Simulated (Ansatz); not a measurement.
Reaction (hydrogenolysis of the Si–Cl bond): `O[SiH](Cl)O[SiH2]Cl` + H₂ → `O[SiH2]O[SiH2]Cl` + HCl

Program: Ansatz. Geometries: PBE0-D4/def2-TZVP. ΔE: electronic, gas phase. CCSD(T)/CBS is the MP2 limit (def2-TZVPP, def2-QZVPP) plus CCSD(T) − MP2 in def2-TZVPP, frozen cores. This one scheme is used for every species. DFT in def2-TZVPP. B3LYP here is the variant with VWN-RPA as its local correlation; programs differ in this. One conformer a species, not always the lowest.

(1) Is it downhill or uphill in electronic energy at CCSD(T)/CBS, and by how much? (Best estimate.)

(2) What do these levels give: B3LYP-D4, ωB97X-V, PBE, MP2/def2-QZVPP, SCS-MP2/def2-QZVPP, HF/CBS(def2)? (Best estimate.)

Largest T1 diagnostic among the species: 0.011.

Answers

(1) Computed: Uphill: ΔE = +22.8 kcal/mol.

(2) Ansatz gave: B3LYP-D4 22.9, ωB97X-V 22.6, PBE 21.6, MP2/def2-QZVPP 24.5, SCS-MP2/def2-QZVPP 22.7, HF/CBS(def2) 18.9 kcal/mol.

The D4 term adds +2.6 kcal/mol with B3LYP and +1.4 kcal/mol with PBE0; it sums over pairs of atoms, weighted by their polarisabilities, and B3LYP, whose exchange is more repulsive, gets the larger term. In def2-TZVPP, CCSD(T) changes the Hartree–Fock value by +2.6 kcal/mol (the triples alone add +1.0 kcal/mol) and MP2 by +4.9 kcal/mol.
